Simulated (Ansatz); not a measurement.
`[O]=[W]([Cl])([Cl])([Cl])[Cl]`, charge 0, multiplicity 1.

(1) Give a relaxed structure at PBE0-D4/def2-TZVP (Ansatz). (Best estimate.)

## Answers

(1) The calculation gave: 
Z-matrix (Å, degrees):
```
W
Cl 1 2.287
Cl 1 2.287 2 86.7
Cl 1 2.287 2 86.7 3 -153.1
O 1 1.668 2 104.0 3 103.5
Cl 1 2.287 2 151.9 3 -76.5
```
Point group C4v.
